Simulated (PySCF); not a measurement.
# Successive ionisation energies of krypton

Calculated with PySCF 2.14, two-component X2C-1e (Gaussian nucleus, no Breit or QED terms), each ion in its own even-tempered basis; GMP2 freezes the deep shells of the larger ions and drops the highest virtual spinors; eV.

| ion | configuration | GHF (spin-free) | GHF (screened spin-orbit) | GMP2 (screened spin-orbit) | NIST | kind |
| --- | --- | --- | --- | --- | --- | --- |
| Kr²⁰⁺ | [Ne] 3s2 3p4 | 880.23 | 882.72 | 883.54 | 882.8 ± 1.3 | semi-empirical |
| Kr²¹⁺ | [Ne] 3s2 3p3 | 944.07 | 937.40 | 937.11 | 945 ± 3 | semi-empirical |
| Kr²²⁺ | [Ne] 3s2 3p2 | 992.24 | 994.68 | 996.35 | 999 ± 2.4 | semi-empirical |
| Kr²³⁺ | [Ne] 3s2 3p1 | 1041.8 | 1050.3 | 1050.7 | 1042 ± 5 | semi-empirical |
| Kr²⁴⁺ | [Ne] 3s2 | 1150.1 | 1150.0 | 1152.9 | 1155 ± 1.6 | semi-empirical |
| Kr²⁵⁺ | [Ne] 3s1 | 1204.6 | 1204.6 | 1205.3 | 1205.2 | semi-empirical |
| Kr²⁶⁺ | [Ne] | 2944.5 | 2926.3 | 2927.7 | 2928.9 ± 1.7 | semi-empirical |
| Kr²⁷⁺ | [He] 2s2 2p5 | 3083.5 | 3069.3 | 3070.8 | 3072 ± 5 | semi-empirical |
| Kr²⁸⁺ | [He] 2s2 2p4 | 3225.1 | 3228.1 | 3228.2 | 3228 ± 7 | semi-empirical |
| Kr²⁹⁺ | [He] 2s2 2p3 | 3417.1 | 3383.6 | 3382.5 | 3380 ± 30 | semi-empirical |
| Kr³⁰⁺ | [He] 2s2 2p2 | 3564.9 | 3589.3 | 3591.6 | 3584 ± 4 | semi-empirical |
| Kr³¹⁺ | [He] 2s2 2p1 | 3715.5 | 3758.2 | 3757.2 | 3752 ± 2.5 | semi-empirical |

Q: Where is the largest relative jump?

A: From Kr²⁵⁺ to Kr²⁶⁺: 1205.3 to 2927.7 eV, where the electron removed from [Ne] comes from a deeper shell or subshell.
